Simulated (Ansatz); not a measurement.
System: AgH (charge 0, singlet). 
Structure (B3LYP-D3(BJ)/def2-TZVP (Ansatz, a program for electronic structure) minimum search):
```
Ag
H 1 1.6191
```

Dipole moments at this geometry, in debye (magnitudes).

```
level                 program  dipole (D)
--------------------  -------  ----------
SVWN5/def2-TZVPD       Ansatz        2.17
PBE/def2-TZVPD         Ansatz        2.44
revPBE/def2-TZVPD      Ansatz        2.52
B97M-V/def2-TZVPD      Ansatz        2.83
PBE0/def2-TZVPD        Ansatz        2.93
BHLYP/def2-TZVPD       Ansatz        3.31
r2SCAN0/def2-TZVPD     Ansatz        3.07
HSE06/def2-TZVPD       Ansatz        2.91
CAM-B3LYP/def2-TZVPD   Ansatz        3.06
LC-wPBE/def2-TZVPD     Ansatz        3.53
wB97M-V/def2-TZVPD     Ansatz        3.29
wB97X-V/def2-TZVPD     Ansatz        3.38
CCSD(T)/def2-SVPD      Ansatz           …
```

Task: Some entries are withheld; supply them.

Result: 
- CCSD(T)/def2-SVPD, dipole (D): 3.27
